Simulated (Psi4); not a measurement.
C2H6AlCl, charge -1, doublet, geometry from GFN2-xTB (such geometries of metal compounds can be far from the true shape) (a state made from the parent by changing its charge; the spin is typed, not shown lowest) (a gas-phase anion, which may not be bound at this level). Base run: M06-2X/STO-3G run with Psi4.

Here is a job for Psi4.
```
memory 2 GB

molecule mol {
-1 2
Al    0.366959    0.428655    0.481648
C     1.956928   -0.657010   -0.326562
H     1.699182   -1.637459   -0.752958
H     2.724868   -0.854347    0.434322
H     2.469039   -0.109001   -1.130628
C    -0.552054   -0.901724    1.802776
H    -0.819631   -1.883132    1.384723
H    -1.482855   -0.494449    2.223290
H     0.096864   -1.110670    2.664672
Cl   -1.052187    0.580526   -1.173067
}

set {
  basis sto-3g
  reference uks
}

energy('m06-2x')
print_variables()
```

Variants of this job, named by their change:

```tsv
change	E (Eh)	SCF-reference <S^2>	core-seconds (rough)
base	-773.56549	0.751	10
functional = pbe0-dh	-773.14327	0.751	10
functional = wb97m-v	-773.57747	0.750	100
functional = pbe	-773.05907	0.751	10
functional = b3lyp5	-773.36018	0.750	9
functional = r2scan	-773.45926	0.751	10
functional = hse06	-773.23781	0.751	20
functional = mn15	-771.21848	0.751	10
functional = dsd-pbep86	-772.63325	0.751	9
functional = svwn	-771.10801	0.750	7
functional = m06-l	-773.50939	0.751	10
functional = bhhlyp	-773.51437	0.751	10
functional = m11	-772.87491	0.751	20
```

Total energies compare only within one method and basis.

Open shells are given as the SCF converged; they aren't shown to be the lowest states, and a large step between rows can be another state.

A gas-phase anion may not be bound at this level; its values then depend on the basis.
